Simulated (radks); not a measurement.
Spin polarisation of the 3d3 shell in V. Start: [Ar] 3d(up 1.5, down 1.5) 4s2; electrons of 3d are moved from spin down to spin up, other shells keep equal spins. All-electron calculation, non-relativistic Kohn-Sham, PBE, spin-polarised, spherical densities, point nucleus. Program: a radial shooting solver on a logarithmic mesh with Libxc functionals.

| moment (Bohr magnetons) | E - E(0) (eV) | e(3d up) (eV) | e(3d down) (eV) | 4s down minus up (eV) | 3p down minus up (eV) | 3s down minus up (eV) |
|---|---|---|---|---|---|---|
| 0 | 0.000 | -5.346 | -5.346 | 0.000 | 0.000 | 0.000 |
| 0.75 | -0.114 | -5.629 | -5.021 | 0.164 | 0.700 | 0.711 |
| 1.5 | -0.455 | -5.868 | -4.655 | 0.329 | 1.398 | 1.419 |
| 2.25 | -1.023 | -6.060 | -4.247 | 0.496 | 2.092 | 2.124 |
| 3 | -1.814 | -6.196 | -3.794 | 0.667 | 2.780 | 2.821 |

At moment 3 the spin-polarisation energy is -1.814 eV and the 3d exchange splitting 2.402 eV, that is 0.801 eV per Bohr magneton; E = -I m^2/4 would give I = 0.806 eV.
